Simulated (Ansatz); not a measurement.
Ansatz (an electronic-structure program) input file for C₂H₇OSi, SMILES C[SiH](C)[O] (connectivity only; charge and spin as stated), charge -1, multiplicity 1, B3LYP-D3(BJ)/def2-SVPD. 

Ansatz 0.2 input:
```yaml
crystal:
  periodic: [false, false, false]
  atoms:
    - {symbol: C, position_ang: [-1.36422415, -1.07474769, -0.13128262]}
    - {symbol: Si, position_ang: [-0.04075316, 0.32042943, -0.21092552]}
    - {symbol: C, position_ang: [1.61155670, -0.65683086, -0.07169839]}
    - {symbol: O, position_ang: [-0.22346395, 1.47856635, 0.78360858]}
    - {symbol: H, position_ang: [-1.19935328, -1.87224532, -0.85476280]}
    - {symbol: H, position_ang: [-1.39506352, -1.53177779, 0.85693115]}
    - {symbol: H, position_ang: [-2.35339884, -0.66071390, -0.32190598]}
    - {symbol: H, position_ang: [-0.06180456, 0.68332914, -1.67544824]}
    - {symbol: H, position_ang: [1.71638936, -1.11569666, 0.91066016]}
    - {symbol: H, position_ang: [2.45542147, 0.01988954, -0.19953430]}
    - {symbol: H, position_ang: [1.71206995, -1.44785656, -0.81396538]}
basis:
  gaussian:
    orbitals: def2-SVPD
hamiltonian:
  xc: b3lyp
  dispersion: d3bj
total_charge: -1
relax: {f_tol: 0.002, max_steps: 200}
```

Output:

```
Functional definition: B3LYP
integrals: 0.07 GiB planned
1208 factors; their error is unknown
mean field: 0.61 GiB planned
mean field evaluation 1: about -12102.4038 eV, gradient 6.1e1 eV
mean field evaluation 2: about -12070.9040 eV, gradient 1.3e2 eV
mean field evaluation 4: about -12110.2565 eV, gradient 5.9e0 eV
mean field evaluation 8: about -12110.3692 eV, gradient 1.8e-1 eV
mean field evaluation 16: about -12110.3693 eV, gradient 2.2e-5 eV
mean field -12110.36928162 eV, -445.0478623964 hartree, gradient 2.2e-5 eV, S^2 0.000000; 0 other end points of the search recorded, 0 dependent functions left out
the calculation of the forces begins
reference -12110.36957181 eV, -445.0478730605 hartree; 21, 21 occupied and 122, 122 virtual orbitals, 1208 factors
relax step   1: F+E_penalty+E_count = -12110.73026923 eV  Δ(F+E_penalty+E_count) = +0.000e0 eV  max|allowed force component| = 2.096e0 eV/Å  Δτ_max = 0.0000 Å  (28 SCF iters, accepted)
these checks for a lower state are left out or cut short: starts, cluster_reference, orbital_swaps, neighbouring_geometries, increment
integrals: 0.07 GiB planned
1208 factors; their error is unknown
mean field: 0.61 GiB planned
mean field -12110.45153515 eV, -445.0508851580 hartree, gradient 2.3e-5 eV, S^2 0.000000; 0 other end points of the search recorded, 0 dependent functions left out
the calculation of the forces begins
reference -12110.45182628 eV, -445.0508958566 hartree; 21, 21 occupied and 122, 122 virtual orbitals, 1208 factors
relax step   2: F+E_penalty+E_count = -12110.81102204 eV  Δ(F+E_penalty+E_count) = -8.075e-2 eV  max|allowed force component| = 9.994e-1 eV/Å  Δτ_max = 0.0216 Å  (30 SCF iters, accepted)
these checks for a lower state are left out or cut short: starts, cluster_reference, orbital_swaps, neighbouring_geometries, increment
integrals: 0.07 GiB planned
1208 factors; their error is unknown
mean field: 0.61 GiB planned
mean field -12110.47223450 eV, -445.0516458451 hartree, gradient 2.3e-5 eV, S^2 0.000000; 0 other end points of the search recorded, 0 dependent functions left out
the calculation of the forces begins
reference -12110.47252547 eV, -445.0516565378 hartree; 21, 21 occupied and 122, 122 virtual orbitals, 1208 factors
relax step   3: F+E_penalty+E_count = -12110.83151133 eV  Δ(F+E_penalty+E_count) = -2.049e-2 eV  max|allowed force component| = 1.763e-1 eV/Å  Δτ_max = 0.0295 Å  (30 SCF iters, accepted)
these checks for a lower state are left out or cut short: starts, cluster_reference, orbital_swaps, neighbouring_geometries, increment
integrals: 0.07 GiB planned
1208 factors; their error is unknown
mean field: 0.61 GiB planned
mean field evaluation 32: about -12110.4376 eV, gradient 6.3e-3 eV
mean field -12110.46906560 eV, -445.0515293902 hartree, gradient 2.2e-5 eV, S^2 0.000000; 0 other end points of the search recorded, 0 dependent functions left out
the calculation of the forces begins
reference -12110.46935631 eV, -445.0515400734 hartree; 21, 21 occupied and 122, 122 virtual orbitals, 1208 factors
relax step   4: F+E_penalty+E_count = -12110.82914341 eV  Δ(F+E_penalty+E_count) = +2.368e-3 eV  max|allowed force component| = 2.490e-1 eV/Å  Δτ_max = 0.0196 Å  (29 SCF iters, rejected (line search))
these checks for a lower state are left out or cut short: starts, cluster_reference, orbital_swaps, neighbouring_geometries, increment
integrals: 0.07 GiB planned
1208 factors; their error is unknown
mean field: 0.61 GiB planned
mean field -12110.47316833 eV, -445.0516801624 hartree, gradient 2.2e-5 eV, S^2 0.000000; 0 other end points of the search recorded, 0 dependent functions left out
the calculation of the forces begins
reference -12110.47345926 eV, -445.0516908542 hartree; 21, 21 occupied and 122, 122 virtual orbitals, 1208 factors
relax step   5: F+E_penalty+E_count = -12110.83222025 eV  Δ(F+E_penalty+E_count) = -7.089e-4 eV  max|allowed force component| = 1.917e-2 eV/Å  Δτ_max = 0.0076 Å  (29 SCF iters, accepted)
these checks for a lower state are left out or cut short: starts, cluster_reference, orbital_swaps, neighbouring_geometries, increment
integrals: 0.07 GiB planned
1208 factors; their error is unknown
mean field: 0.61 GiB planned
mean field -12110.47320718 eV, -445.0516815903 hartree, gradient 2.2e-5 eV, S^2 0.000000; 0 other end points of the search recorded, 0 dependent functions left out
the calculation of the forces begins
reference -12110.47349803 eV, -445.0516922787 hartree; 21, 21 occupied and 122, 122 virtual orbitals, 1208 factors
relax step   6: F+E_penalty+E_count = -12110.83226476 eV  Δ(F+E_penalty+E_count) = -4.451e-5 eV  max|allowed force component| = 5.637e-3 eV/Å  Δτ_max = 0.0066 Å  (31 SCF iters, accepted)
these checks for a lower state are left out or cut short: starts, cluster_reference, orbital_swaps, neighbouring_geometries, increment
integrals: 0.07 GiB planned
1208 factors; their error is unknown
mean field: 0.61 GiB planned
mean field -12110.47326829 eV, -445.0516838362 hartree, gradient 1.1e-5 eV, S^2 0.000000; 0 other end points of the search recorded, 0 dependent functions left out
the calculation of the forces begins
reference -12110.47355915 eV, -445.0516945249 hartree; 21, 21 occupied and 122, 122 virtual orbitals, 1208 factors
relax step   7: F+E_penalty+E_count = -12110.83227302 eV  Δ(F+E_penalty+E_count) = -8.259e-6 eV  max|allowed force component| = 1.213e-3 eV/Å  Δτ_max = 0.0031 Å  (24 SCF iters, accepted)
integrals: 0.07 GiB planned
1208 factors; their error is unknown
mean field: 0.61 GiB planned
mean field evaluation 64: about -12110.4242 eV, gradient 2.4e0 eV
mean field -12110.47326829 eV, -445.0516838362 hartree, gradient 1.2e-5 eV, S^2 0.000000; 1 other end points of the search recorded, 0 dependent functions left out
the calculation of the forces begins
reference -12110.47355915 eV, -445.0516945249 hartree; 21, 21 occupied and 122, 122 virtual orbitals, 1208 factors
Total energy: -12110.83256387 eV, -445.0648877051 hartree
Atom 0 at    -1.371225    -1.077343    -0.128674 Å, force    -0.000554     0.001099     0.000204 eV/Å
Atom 1 at    -0.039570     0.312667    -0.216425 Å, force     0.000052    -0.000790     0.000071 eV/Å
Atom 2 at     1.618618    -0.657128    -0.064502 Å, force     0.000125     0.001213     0.000381 eV/Å
Atom 3 at    -0.231467     1.522317     0.801080 Å, force     0.000018    -0.000247     0.000070 eV/Å
Atom 4 at    -1.189139    -1.861107    -0.885994 Å, force     0.000165    -0.000571     0.000148 eV/Å
Atom 5 at    -1.374010    -1.554362     0.866512 Å, force     0.000047    -0.000456    -0.000609 eV/Å
Atom 6 at    -2.377741    -0.662154    -0.301558 Å, force     0.000296     0.000357     0.000335 eV/Å
Atom 7 at    -0.058616     0.676192    -1.709937 Å, force     0.000091     0.000106    -0.000449 eV/Å
Atom 8 at     1.709441    -1.123659     0.931523 Å, force     0.000172    -0.000188    -0.000509 eV/Å
Atom 9 at     2.478126     0.020962    -0.194023 Å, force    -0.000346     0.000191     0.000067 eV/Å
Atom 10 at     1.692961    -1.454041    -0.826326 Å, force    -0.000065    -0.000715     0.000291 eV/Å
Dipole moment:     0.134858    -0.910286    -0.320463 e Å
```

The run converged.

Cost: very roughly 60 core-seconds.
